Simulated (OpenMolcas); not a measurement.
## Pr4+ in Cs2ZrCl6

Pr4+ with its 6 nearest chloride ions at 2.552 Å, on the Zr site of Cs2ZrCl6 (a = 10.407 Å, distance in the model lattice 2.446 Å). The rest of the host is ab initio model potentials to 7.6 Å and point charges beyond; the distance is set by hand and nothing relaxes. Ligand basis ANO-RCC-VDZP.
```
Pr    0.0000    0.0000    0.0000
Cl    2.5520    0.0000    0.0000
Cl    0.0000    2.5520    0.0000
Cl   -2.5520    0.0000    0.0000
Cl    0.0000   -2.5520    0.0000
Cl    0.0000    0.0000    2.5520
Cl    0.0000    0.0000   -2.5520
```

* Program: OpenMolcas 26.06
* Method: CASSCF
* Basis: ANO-RCC-VDZP [7s6p4d2f1g]
* Scalar Hamiltonian: DKH2, point nucleus
* Active space: 1 electron in 7 orbitals (4f)
* State averaging: 2S+1 = 2 odd, 7 roots
* Spin-orbit coupling: state interaction with AMFI integrals over the reference wave functions

The lowest spin-free states (labels of O, the rotations of Oh), above the lowest:

```
State  Degeneracy  E (cm-1)  Free-ion L (%)
  2A2           1       0.0         F (100)
  2T2           3     758.9         F (100)
  2T1           3      2340         F (100)
```

The lowest levels with spin-orbit coupling:

```json
{"E (cm-1)": "0.0", "Degeneracy": "2", "Label": "Γ7", "2S+1": "2", "J": "2.55", "|mJ| (%)": "3/2 (82)", "g": "1.18 1.18 1.18"}
{"E (cm-1)": "1198", "Degeneracy": "4", "Label": "Γ8", "2S+1": "2", "J": "2.58", "|mJ| (%)": "1/2 (48)", "g": ""}
{"E (cm-1)": "3030", "Degeneracy": "2", "Label": "Γ7", "2S+1": "2", "J": "3.52", "|mJ| (%)": "5/2 (74)", "g": "3.17 3.17 3.17"}
{"E (cm-1)": "4203", "Degeneracy": "4", "Label": "Γ8", "2S+1": "2", "J": "3.42", "|mJ| (%)": "3/2 (36)", "g": ""}
{"E (cm-1)": "4931", "Degeneracy": "2", "Label": "Γ6", "2S+1": "2", "J": "3.45", "|mJ| (%)": "1/2 (59)", "g": "2.57 2.57 2.57"}
```

Powder χT (cm3 K/mol): 0.133 at 2 K, 0.138 at 10 K, 0.167 at 50 K, 0.203 at 100 K, 0.276 at 200 K, 0.349 at 300 K. The effective moment at 300 K is 2.828 √(χT) = 1.67 μB.

Hund's rules give f1 the level 2F5/2 with g = 0.857, so an isolated free-ion multiplet has χT = g² J(J+1) / 8 = 0.804 cm3 K/mol. The computed 0.349 at 300 K differs by -57 %, through the field's splitting, the mixing of terms and any other multiplet in reach.

Stevens parameters of the J = 5/2 multiplet, which is 1198 cm-1 wide (cm-1, z along the main axis): B40 = 3.238e+00, B44 = 1.725e+01.

Metal share of the active 4f orbitals (Löwdin): 97, 97, 97, 99, 99, 99, 100 %; Mulliken charge of the metal 2.03.

No measured value stands beside these numbers; the geometry was set by hand and not optimised.

The RASSCF and RASSI steps took 22 s on 1 thread of Arm Neoverse V1, on a shared host; the integral step is not counted.
